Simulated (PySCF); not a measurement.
Species: SiHMe2(nBu), C₆H₁₆Si.
InChI=1S/C6H16Si/c1-4-5-6-7(2)3/h7H,4-6H2,1-3H3

The closed-shell ground state was solved at several levels (PySCF, density fitting, gas phase, non-relativistic). Isolated species at its PBE0-D3(BJ)/def2-SVP geometry (one conformer only).

```tsv
level	basis functions	total energy (Eh)	HOMO (eV)	LUMO (eV)	gap (eV)	dipole (D)
B3LYP/def2-SVPD	272	-527.5731	-7.77	0.36	8.13	0.58
B3LYP/pcSseg-1	206	-527.7885	-7.80	0.98	8.78	0.57
```

Q: What might PBE0/pcSseg-1 (206 basis functions) give for the same quantities?

A: Total energy -527.3308 Eh, HOMO -8.01 eV, LUMO 1.30 eV, gap 9.31 eV, dipole 0.58 D.

Q: Over all these levels, which gives the widest orbital gap and which the narrowest?

A: PBE0/pcSseg-1 (global hybrid, 25 % exact exchange) has the widest, 9.31 eV, and B3LYP/def2-SVPD (global hybrid, 20 % exact exchange) the narrowest, 8.13 eV. Functional and basis both differ between the two, so the spread mixes both effects.

Q: How far do the dipole and the HOMO energy spread over the levels?

A: The dipole runs from 0.57 to 0.58 D (mean 0.58 D) and the HOMO from -8.01 to -7.77 eV.
